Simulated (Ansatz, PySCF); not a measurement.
Gas-phase reaction (SMILES): CCCCCCO -> CCC[CH]CCO + H atom; the C-H bond at the site shown breaks (other sites are not compared here).

Structures are relaxed separately at B3LYP-D3(BJ)/def2-TZVP in Ansatz (a quantum-chemistry and plane-wave program), one conformer each, not searched for the lowest. Valence correlation only, unless marked. UHF or UKS for open shells. No spin-orbit coupling. No relativistic terms. Basis-set limits of correlation are two-point, X^-3; Hartree-Fock from the larger set. [CCSD(T)-MP2]/basis is that difference in the basis named. Thermal terms are rigid-rotor harmonic-oscillator values from B3LYP-D3(BJ) frequencies (Ansatz or PySCF) at 298.15 K and 1 atm. 1 Eh = 627.5095 kcal/mol. Atoms have translation alone.

| species | E, RI-MP2/CBS(cc-pVTZ,cc-pVQZ)+[CCSD(T)-MP2]/cc-pVTZ (Ansatz) (Eh) | E, PBE-D3(BJ)/def2-TZVPD (Ansatz + dftd3) (Eh) | H - E (Eh) |
|---|---|---|---|
| CCCCCCO | -311.92044 | -312.00337 | 0.20405 |
| CCC[CH]CCO | -311.24927 | -311.34232 | 0.18997 |
| H atom | -0.49995 | -0.49962 | 0.00236 |

Problem. Work out ΔE and ΔH at 298.15 K at the first level, then ΔH at the second.

Solution. 
1. ΔE = [(-311.24927) + (-0.49995)] - [(-311.92044)] = 0.17122 Eh = 107.4 kcal/mol at RI-MP2/CBS(cc-pVTZ,cc-pVQZ)+[CCSD(T)-MP2]/cc-pVTZ.
2. The terms H - E add up to -0.01172 Eh, so ΔH = (0.17122 + (-0.01172))×627.5095 = 100.1 kcal/mol.
3. At PBE-D3(BJ)/def2-TZVPD the same steps give ΔE = 101.3 and ΔH = 93.9 kcal/mol, a shift of -6.2 from the first level.
4. These values are not checked against measurement here, since the tables used lack a sound gas-phase enthalpy of formation for at least one species.
